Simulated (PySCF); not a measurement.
**A thermochemical cycle for GaBr**

PBE0 in PySCF with def2-TZVPPD on every atom, for the lowest determinant that a PBE0 search found; no spin–orbit coupling. GaBr, a singlet (closed shell), has De = 4.40 eV to neutral atoms, and GaBr⁺, a doublet (σ ↑), has De = 0.93 eV to Ga⁺ + Br.

The adiabatic ionisation energy of GaBr, between the minima, is 9.46 eV.

Task: Which ionisation energy of the Ga atom does this level give?

Result: IE(Ga) = IE(molecule) + De(ion) − De(neutral) = 9.46 + 0.93 − 4.40 = 5.99 eV; the measured value is 5.999 eV (NIST ASD).

Spin–orbit coupling is left out. For an ion De counts to the pair picked by the measured ionisation energies or electron affinities, which need not be the lowest pair at this level. States were picked by a PBE0 search and need not be the measured ground states.
